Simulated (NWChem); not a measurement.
The numbers come from NWChem runs, not from measurements. System: fluoroethane (C$_{2}$H$_{5}$F), charge 0, spin multiplicity 1, at a geometry optimised with PBE0/def2-SVP. Level: BHandHLYP/def2-TZVP.

Job file:

```
start mol
memory heap 200 mb stack 900 mb global 1100 mb
geometry units angstroms nocenter noautoz
  C     -1.177100     0.266809     0.000000
  C      0.318768     0.447774     0.000000
  F      0.948222    -0.773853     0.000000
  H     -1.683493     1.244029     0.000000
  H     -1.501669    -0.290655    -0.891199
  H     -1.501669    -0.290655     0.891199
  H      0.651412     1.007229     0.892239
  H      0.651412     1.007229    -0.892239
  symmetry group Cs
end
basis spherical
  * library def2-tzvp
end
dft
  xc bhlyp
  semidirect memsize 60000000 filesize 0
  iterations 100
end
task dft energy
```

Output (cleaned and shortened):

```
             Northwest Computational Chemistry Package (NWChem) 7.3.0
             --------------------------------------------------------

                                NWChem Input Module
                                -------------------

 Scaling coordinates for geometry "geometry" by  1.889725989
 (inverse scale =  0.529177249)

 Turning off AUTOSYM since
 SYMMETRY directive was detected!

                             Geometry "geometry" -> ""
                             -------------------------

 Output coordinates in angstroms (scale by  1.889725989 to convert to a.u.)

  No.       Tag          Charge          X              Y              Z
 ---- ---------------- ---------- -------------- -------------- --------------
    1 C                    6.0000    -1.17710000     0.26680900     0.00000000
    2 C                    6.0000     0.31876800     0.44777400     0.00000000
    3 F                    9.0000     0.94822200    -0.77385300     0.00000000
    4 H                    1.0000    -1.68349300     1.24402900     0.00000000
    5 H                    1.0000    -1.50166900    -0.29065500    -0.89119900
    6 H                    1.0000    -1.50166900    -0.29065500     0.89119900
    7 H                    1.0000     0.65141200     1.00722900     0.89223900
    8 H                    1.0000     0.65141200     1.00722900    -0.89223900

 Effective nuclear repulsion energy (a.u.)      79.3992749377

            Nuclear Dipole moment (a.u.)
            ----------------------------
        X                 Y               Z
 ---------------- ---------------- ----------------
    -0.0000018897    -0.0000037795     0.0000000000

      Symmetry information
      --------------------

 Group name             Cs
 Group number              2
 Group order               2
 No. of unique centers     6

      Symmetry unique atoms

     1    2    3    4    5    7


 Summary of "ao basis" -> "" (spherical)
 ------------------------------------------------------------------------------
       Tag                 Description            Shells   Functions and Types
 ---------------- ------------------------------  ------  ---------------------
 *                         def2-tzvp                  on all atoms

                                 NWChem DFT Module
                                 -----------------

 Summary of "ao basis" -> "ao basis" (spherical)
 ------------------------------------------------------------------------------
       Tag                 Description            Shells   Functions and Types
 ---------------- ------------------------------  ------  ---------------------
 C                         def2-tzvp                11       31   5s3p2d1f
 F                         def2-tzvp                11       31   5s3p2d1f
 H                         def2-tzvp                 4        6   3s1p

 Summary of "ao basis" -> "ao basis" (spherical)
 ------------------------------------------------------------------------------
       Tag                 Description            Shells   Functions and Types
 ---------------- ------------------------------  ------  ---------------------
 C                         def2-tzvp                11       31   5s3p2d1f
 F                         def2-tzvp                11       31   5s3p2d1f
 H                         def2-tzvp                 4        6   3s1p

      Symmetry analysis of basis
      --------------------------

        a'         80
        a"         43

            General Information
[...]
 d= 0,ls=0.0,diis     2   -179.0217845769 -2.68D-02  1.86D-03  3.08D-01     3.6
 d= 0,ls=0.0,diis     3   -179.0443860615 -2.26D-02  7.07D-04  2.15D-02     4.2
 d= 0,ls=0.0,diis     4   -179.0458436701 -1.46D-03  1.24D-04  6.83D-04     4.8
 d= 0,ls=0.0,diis     5   -179.0459059483 -6.23D-05  3.07D-05  4.29D-05     5.3
  Resetting Diis
 d= 0,ls=0.0,diis     6   -179.0459105359 -4.59D-06  5.86D-06  5.77D-07     5.9
 d= 0,ls=0.0,diis     7   -179.0459106202 -8.43D-08  1.38D-06  2.18D-08     6.5

         Total DFT energy =     -179.045910620196
      One electron energy =     -402.385447412083
           Coulomb energy =      167.064891469611
    Exchange-Corr. energy =      -23.124629615444
 Nuclear repulsion energy =       79.399274937719

 Numeric. integr. density =       26.000005127349

     Total iterative time =      5.9s

                  Occupations of the irreducible representations
                  ----------------------------------------------

                     irrep           alpha         beta
                     --------     --------     --------
                     a'               10.0         10.0
                     a"                3.0          3.0

                       DFT Final Molecular Orbital Analysis
                       ------------------------------------

 Vector   11  Occ=2.000000D+00  E=-4.614098D-01  Symmetry=a'
              MO Center= -1.1D+00,  4.0D-01, -4.8D-14, r^2= 1.9D+00
   Bfn.  Coefficient  Atom+Function         Bfn.  Coefficient  Atom+Function
  ----- ------------  ---------------      ----- ------------  ---------------
     7      0.302381  1 C  py                95      0.240691  4 H  s
    10      0.228048  1 C  py                94      0.160397  4 H  s
    68     -0.134536  3 F  px               101     -0.123322  5 H  s
   107     -0.123322  6 H  s                 71     -0.111600  3 F  px
    96      0.110969  4 H  s                 13      0.106016  1 C  py

 Vector   12  Occ=2.000000D+00  E=-4.147542D-01  Symmetry=a'
              MO Center=  9.7D-02,  3.4D-02,  1.5D-15, r^2= 2.0D+00
   Bfn.  Coefficient  Atom+Function         Bfn.  Coefficient  Atom+Function
  ----- ------------  ---------------      ----- ------------  ---------------
    68      0.289782  3 F  px                 6      0.241631  1 C  px
    71      0.238025  3 F  px                37     -0.228627  2 C  px
     9      0.204776  1 C  px                74      0.180860  3 F  px
    40     -0.172012  2 C  px                69      0.138332  3 F  py
    72      0.112821  3 F  py               113     -0.103581  7 H  s

 Vector   13  Occ=2.000000D+00  E=-4.015809D-01  Symmetry=a"
              MO Center=  1.5D-01,  2.3D-01, -4.0D-15, r^2= 2.4D+00
   Bfn.  Coefficient  Atom+Function         Bfn.  Coefficient  Atom+Function
  ----- ------------  ---------------      ----- ------------  ---------------
    70      0.262529  3 F  pz                39     -0.235867  2 C  pz
    73      0.215386  3 F  pz               113     -0.197716  7 H  s
   119      0.197716  8 H  s                 42     -0.175708  2 C  pz
    76      0.166315  3 F  pz                 8      0.154118  1 C  pz
   114     -0.131555  7 H  s                120      0.131555  8 H  s

 Vector   14  Occ=0.000000D+00  E= 7.209452D-02  Symmetry=a'
              MO Center= -7.8D-01,  7.6D-01, -1.2D-16, r^2= 6.4D+00
   Bfn.  Coefficient  Atom+Function         Bfn.  Coefficient  Atom+Function
  ----- ------------  ---------------      ----- ------------  ---------------
     5      3.947716  1 C  s                 96     -1.655510  4 H  s
   102     -1.498971  5 H  s                108     -1.498971  6 H  s
    36      1.334673  2 C  s                114     -1.326923  7 H  s
   120     -1.326923  8 H  s                 44      0.690634  2 C  py
    43      0.519833  2 C  px                12     -0.413712  1 C  px

 Vector   15  Occ=0.000000D+00  E= 1.076296D-01  Symmetry=a'
              MO Center= -3.1D-01,  4.9D-01,  1.5D-15, r^2= 7.6D+00
   Bfn.  Coefficient  Atom+Function         Bfn.  Coefficient  Atom+Function
  ----- ------------  ---------------      ----- ------------  ---------------
     5      5.815008  1 C  s                 36     -5.392023  2 C  s
   114      1.699324  7 H  s                120      1.699324  8 H  s
   102     -1.450084  5 H  s                108     -1.450084  6 H  s
    43      1.270827  2 C  px                12      1.153512  1 C  px
    96     -0.896353  4 H  s                 44     -0.624562  2 C  py

 Vector   16  Occ=0.000000D+00  E= 1.283804D-01  Symmetry=a"
              MO Center= -1.1D-01,  6.4D-01, -1.6D-13, r^2= 6.7D+00
   Bfn.  Coefficient  Atom+Function         Bfn.  Coefficient  Atom+Function
  ----- ------------  ---------------      ----- ------------  ---------------
   114      1.906729  7 H  s                120     -1.906729  8 H  s
   102     -1.310814  5 H  s                108      1.310814  6 H  s
    45     -1.153852  2 C  pz                14     -0.508820  1 C  pz
   113     -0.289230  7 H  s                119      0.289230  8 H  s
   101      0.278059  5 H  s                107     -0.278059  6 H  s

 center of mass
 --------------
 x =   0.16932211 y =  -0.13488582 z =   0.00000000

 moments of inertia (a.u.)
 ------------------
          76.324783304353          55.700835407091           0.000000000000
          55.700835407091         164.286432226685           0.000000000000
           0.000000000000           0.000000000000         217.716830937325

     Multipole analysis of the density
     ---------------------------------

     L   x y z        total         alpha         beta         nuclear
     -   - - -        -----         -----         ----         -------
     0   0 0 0     -0.000000    -13.000000    -13.000000     26.000000

     1   1 0 0     -0.417560     -0.208779     -0.208779     -0.000002
     1   0 1 0      0.634400      0.317202      0.317202     -0.000004
     1   0 0 1     -0.000000     -0.000000     -0.000000      0.000000

     2   2 0 0    -14.723317    -52.371412    -52.371412     90.019506
     2   1 1 0      0.976511     13.953214     13.953214    -26.929917
     2   1 0 1      0.000000      0.000000      0.000000      0.000000
     2   0 2 0    -14.372905    -26.408344    -26.408344     38.443783
     2   0 1 1     -0.000000     -0.000000     -0.000000      0.000000
     2   0 0 2    -13.565758    -12.462036    -12.462036     11.358313

 Task  times  cpu:        6.5s     wall:        6.5s

 Total times  cpu:        6.6s     wall:        6.6s
```
